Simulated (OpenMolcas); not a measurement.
Re6+ among 6 point charges of -1.7 e arranged as an octahedron (Oh), 2.16 Å from the ion.

* Program: OpenMolcas
* Method: CASSCF
* Basis: ANO-RCC-VDZP [7s6p4d2f1g]
* Scalar Hamiltonian: DKH2, point nucleus
* Active space: 1 electron in 5 orbitals (5d)
* State averaging: 2S+1 = 2 even, 5 roots
* Spin-orbit coupling: state interaction with AMFI integrals over the reference wave functions

(1) What is the spin-free ground state (labels of O, the rotations of Oh)?

(2) Where is the first state of the same spin?

(3) What are the lowest two levels with spin-orbit coupling?

(4) What is χT at 300 K, and how does it compare with the textbook value?

(5) Which ligand-field parameters describe the states?

Results:

(1) 2T2, 3-fold in its orbital part, 100 % from free-ion D terms; it has the highest spin that d1 allows.

(2) 2E at 5610 cm-1 above the ground state.

(3) A 4-fold level Γ8, then a 2-fold level Γ7 10520 cm-1 above it. Their leading multiplicities are 2 (100 %) and 2 (100 %).

(4) The lowest level has 2S+1 = 2, for which the spin-only value is χT = S(S+1) / 2 = 0.375 cm3 K/mol (g = 2). The computed 0.257 at 300 K differs by -0.118, through orbital momentum, spin-orbit coupling and any other state in reach. With a threefold ground state the orbital momentum is unquenched, so the spin-only value is not expected to hold.

(5) The gap between the two states is 10Dq = 5607 cm-1. 

An orbital triplet at a regular site is open to Jahn-Teller coupling, which can distort the site and quench the lowest spin-orbit gaps and is left out. This field is weak: 10Dq is about 5607 cm-1, while octahedral complexes of 5d ions of charge 3 and more, computed by the same method with explicit ligands, had a median near 35000 cm-1. Ground spin and moment need not be those of a real site. This is an electrostatic model: the charges have no orbitals. No measured value stands beside these numbers.
